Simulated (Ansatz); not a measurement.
BF3⁻. The state is a doublet with charge -1. Geometry PBE-D4/def2-TZVPD; atoms count from 1.

| atom | x (Å) | y (Å) | z (Å) |
| --- | --- | --- | --- |
| B1 | -0.062 | -0.059 | 0.273 |
| F2 | 1.133 | 0.662 | 0.300 |
| F3 | -1.136 | 0.691 | -0.210 |
| F4 | 0.065 | -1.294 | -0.363 |

The highest occupied level of the relaxed charge -1 doublet lies above zero (up to 1.34 eV). By energy differences it is unbound by 0.53 eV (each at its own geometry, against the charge 0 singlet, at PBE0-D4/def2-TZVPD) and held by the finite basis.

**Question.** Estimate the Mulliken populations from the PBE0/def2-TZVPD orbitals of Ansatz.

**Answer.** 
```tsv
atom	charge (e)	spin (α − β)
B1	0.38	0.68
F2	-0.46	0.11
F3	-0.46	0.11
F4	-0.46	0.11
```
Mulliken values depend strongly on the basis. With diffuse functions, as here, like atoms can get unlike values, and bond orders can come out too low or too high.

**Question.** Where does the spin sit?

**Answer.** Summed by element: B 0.68, F 0.32, of 1 unpaired in all. Largest on single atoms: B1 0.68, F3 0.11, F4 0.11.

**Question.** And the Mayer bond orders between heavy atoms (over 0.3)?

**Answer.** B1–F2 1.08 (1.40 Å); B1–F3 1.08 (1.40 Å); B1–F4 1.08 (1.40 Å).
